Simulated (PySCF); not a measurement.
## Correlation energy of I⁴⁺ (iodine, charge +4)

Starting occupation: [Kr] 4d10 5s2 5p1, 5p3/2 with m_j = +3/2. Computed with PySCF 2.14 in x2c-TZVPPall-2c (8s9p5d2f, 74 functions), with X2C-1e with screened-nucleus spin-orbit coupling, Gaussian nucleus. Frozen: [Ar] 3d10; 21 electrons correlated; the 6 highest virtual spinors left out.

MP2 pair energies summed by pair of shells (mhartree):

| pair | energy | share (%) |
| --- | --- | --- |
| 4d3/2-4d5/2 | -122.44 | 22.7 |
| 4d5/2-4d5/2 | -91.29 | 16.9 |
| 4d5/2-5s1/2 | -47.89 | 8.9 |
| 4d3/2-4d3/2 | -40.06 | 7.4 |
| 4d3/2-5s1/2 | -31.78 | 5.9 |
| 4d5/2-4p3/2 | -27.45 | 5.1 |
| 5s1/2-5s1/2 | -20.28 | 3.8 |
| 4d3/2-4p3/2 | -18.70 | 3.5 |
| 5p3/2-5s1/2 | -17.87 | 3.3 |
| 4d5/2-4p1/2 | -14.50 | 2.7 |
| 4d5/2-5p3/2 | -14.16 | 2.6 |
| 4p3/2-4p3/2 | -13.66 | 2.5 |
| 4p1/2-4p3/2 | -12.92 | 2.4 |
| 4d5/2-4s1/2 | -10.67 | 2.0 |
| 4d3/2-4p1/2 | -9.20 | 1.7 |
| 4d3/2-5p3/2 | -9.12 | 1.7 |
| 4d3/2-4s1/2 | -7.10 | 1.3 |
| 4p3/2-5s1/2 | -6.75 | 1.3 |
| 4p3/2-4s1/2 | -6.62 | 1.2 |
| 4p1/2-4p1/2 | -3.55 | 0.7 |
| 4p1/2-4s1/2 | -3.42 | 0.6 |
| 4p1/2-5s1/2 | -3.13 | 0.6 |
| 4s1/2-4s1/2 | -2.23 | 0.4 |
| 4p3/2-5p3/2 | -1.90 | 0.4 |
| 4p1/2-5p3/2 | -0.99 | 0.2 |
| 4s1/2-5s1/2 | -0.84 | 0.2 |
| 4s1/2-5p3/2 | -0.32 | 0.1 |

Total MP2 correlation energy: -538.85 mhartree.

This basis was not built for core-valence correlation, so the inner-shell part is incomplete.
